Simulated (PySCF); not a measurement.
Molecule: `COC[NH2+][BH2-]P`, C2H11BNOP.

Geometry:
| atom | x (Å) | y (Å) | z (Å) |
| --- | --- | --- | --- |
| C1 | 2.830 | -0.224 | -0.540 |
| O2 | 2.093 | 0.118 | 0.603 |
| C3 | 0.835 | 0.628 | 0.365 |
| N4 | -0.173 | -0.419 | 0.122 |
| B5 | -1.678 | 0.152 | -0.123 |
| P6 | -2.854 | -1.440 | -0.120 |
| H7 | 3.836 | -0.514 | -0.210 |
| H8 | 2.394 | -1.080 | -1.091 |
| H9 | 2.917 | 0.630 | -1.238 |
| H10 | 0.508 | 1.179 | 1.256 |
| H11 | 0.804 | 1.309 | -0.504 |
| H12 | -0.192 | -1.065 | 0.917 |
| H13 | 0.095 | -0.987 | -0.686 |
| H14 | -1.627 | 0.801 | -1.158 |
| H15 | -1.930 | 0.833 | 0.862 |
| H16 | -4.084 | -0.766 | 0.129 |
| H17 | -3.105 | -1.605 | -1.518 |

Geometry PBE0-D3(BJ)/def2-SVP throughout; GIAO in PySCF 2.14.0 with density-fitted response routines, gas phase, one conformer, non-relativistic; equivalent atoms averaged; functional PBE0.

**Question.** How do the shifts δ (against TMS, H2O, NH3, BF3·OEt2, H3PO4 at the same level) depend on the basis set? (a selection of nuclei; ppm; last column core-seconds on shared hosts with different chips, so compare them loosely)

**Answer.** 
```
    basis set  functions    C3     O2    N4     B5      P6  H12/H13  H7/H8/H9  H14/H15  H16/H17  core-s
       STO-3G         45  70.6  -22.3  17.4   -5.0  -147.0     2.35      2.01     1.10    -0.44     4.2
        6-31G         80  78.9   23.2  50.2  -21.6  -251.6     2.59      3.53     2.89     1.49     8.5
       6-31G*        110  78.4   21.6  55.6  -20.7  -205.7     2.73      3.30     2.50     1.86      12
     def2-SVP        143  78.9   36.1  67.5  -22.0  -220.6     2.81      3.15     2.22     1.58      15
     pcSseg-1        164  83.5   42.0  78.4  -23.5  -241.3     2.88      3.34     2.34     1.83      20
6-311+G(2d,p)        236  82.1   38.7  73.3  -23.3  -246.7     3.01      3.35     2.43     1.95      31
    def2-TZVP        258  84.2   41.9  77.5  -23.1  -250.0     3.03      3.34     2.45     1.92      35
```

**Question.** Which nucleus among those listed moves most, in ppm?

**Answer.** P6 (phosphorus bonded to B, 2 H): from -251.6 ppm with 6-31G to -147.0 ppm with STO-3G. The smallest spread is 0.68 ppm, at H12/H13. Proton shifts span only some 12 ppm, so a few tenths of a ppm matter as much there as several ppm in carbon.

**Question.** Taking the largest basis, def2-TZVP (258 functions), as the yardstick, rank the others by their worst heavy-atom deviation.

**Answer.** 6-311+G(2d,p) 4.2 ppm (236 functions), pcSseg-1 8.7 ppm (164 functions), 6-31G 27.3 ppm (80 functions), def2-SVP 29.5 ppm (143 functions), 6-31G* 44.3 ppm (110 functions), STO-3G 103.1 ppm (45 functions).

A small basis that lands close on one nucleus may do so by chance; judge by the trend and by all nuclei.
